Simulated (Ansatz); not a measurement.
Geometry optimisation, UHF/def2-SVP (Ansatz).

Input:

```yaml
crystal:
  periodic: [false, false, false]
  atoms:
    - { symbol: Ge, position_ang: [0.0, 0.0, 0.0] }
    - { symbol: Cl, position_ang: [0.0, 0.0, 2.47] }
    - { symbol: H, position_ang: [1.4616, 0.0, -0.5162] }
    - { symbol: Ge, position_ang: [-1.1304, 1.9584, -0.7992] }
    - { symbol: H, position_ang: [-2.6003, 1.6043, -1.1405] }
    - { symbol: H, position_ang: [-1.1048, 3.0541, 0.2968] }
    - { symbol: H, position_ang: [-0.4177, 2.4843, -2.0712] }
    - { symbol: H, position_ang: [-0.73, -1.2648, -0.5162] }
    - { symbol: H, position_ang: [0.0, 0.0, 4.14] }
magnetization:
  spin_polarized: true
  initial_magnetization: 1
basis:
  gaussian: { orbitals: def2-SVP }
hamiltonian:
  xc: hf
relax:
  f_tol: 0.15
  max_steps: 25
  restrain:
    - { distance: [1, 8], at: 1.37, k: 30.0 }
    - { distance: [0, 1], at: 3.42, k: 30.0 }
```

Run as:

```bash
$ ansatz run input.yaml --threads 4 --pin off --max-ram 5120MiB --backend cpu --events-out ev --progress --plain --runs-dir out
```

**Question.** Where does it end, and by what steps?

**Answer.** The run converged. The restraints hold the end off the free minimum; the threshold counts their pulls, which the force column leaves out. Restrained pairs: Cl2–H9 (1.67 → 1.32 Å), Ge1–Cl2 (2.47 → 3.43 Å). After 6 steps the energy has fallen by 1.365 eV (the restraints' own energy left out); Cl2 moved furthest, 0.73 Å.

```csv
step,energy less start (eV),largest force component (eV/Å),accepted
0,0.0000,1.127,yes
1,-0.4635,4.290,yes
2,-1.0126,1.457,yes
3,-1.1810,1.565,yes
4,-1.3185,1.795,yes
5,-1.3509,1.809,yes
6,-1.3652,1.779,yes
```

```xyz
9
Properties=species:S:1:pos:R:3
Ge 0.009 -0.045 -0.244
Cl -0.053 -0.117 3.185
H 1.510 -0.026 -0.581
Ge -1.151 2.007 -0.925
H -2.647 1.702 -1.084
H -0.984 3.111 0.131
H -0.610 2.533 -2.263
H -0.632 -1.300 -0.857
H 0.036 -0.029 4.501
```

Run time: 14 s on 4 threads of Arm Neoverse V1, on a shared host, peak memory 0.39 GiB.
